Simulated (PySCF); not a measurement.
HBN (SMILES [B]=N), doublet, at a GFN2-xTB geometry. Base run: PySCF with B3LYP/def2-TZVP.

The PySCF input:
```python
from pyscf import gto, scf, dft

mol = gto.M(
    atom='''
B    -0.000000   -0.000000   -0.840644
N     0.000000    0.000000    0.401292
H     0.000000    0.000000    1.394176
''',
    basis='def2-tzvp',
    charge=0,
    spin=1,
    verbose=3,
)

mf = dft.UKS(mol)
mf.xc = 'b3lyp'
mf.kernel()
```

Variants of this job, named by their change:

| change | ΔE vs base (mEh) | fitting functions | dipole (D) |
|---|---|---|---|
| base | 0.000 | - | 0.29 |
| auxbasis = cc-pvtz-ri | -0.043 | 192 | 0.29 |
| auxbasis = def2-svp-ri | -3.731 | 110 | 0.29 |
| auxbasis = default (with mf = mf.density_fit()) | -0.009 | 170 | 0.29 |
| auxbasis = def2-tzvp-ri | -0.056 | 167 | 0.29 |
| auxbasis = cc-pvqz-jkfit | 0.000 | 263 | 0.29 |
| auxbasis = even-tempered beta=2.0 | 0.000 | 359 | 0.29 |
| only_dfj = on; auxbasis = def2-universal-jfit | -0.047 | 109 | 0.29 |
| auxbasis = cc-pvdz-jkfit | 0.049 | 163 | 0.29 |
| exchange = seminumerical (SGX) (with mf = sgx.sgx_fit(mf, auxbasis='def2-universal-jfit'); with mf.with_df.dfj = True) | -0.047 | 109 | 0.29 |

A fitting set is made for a task (jfit for Coulomb, jkfit for Coulomb and exchange, ri for correlation) and for a family of orbital bases.

Open shells are given as the SCF converged; they aren't shown to be the lowest states, and a large step between rows can be another state.
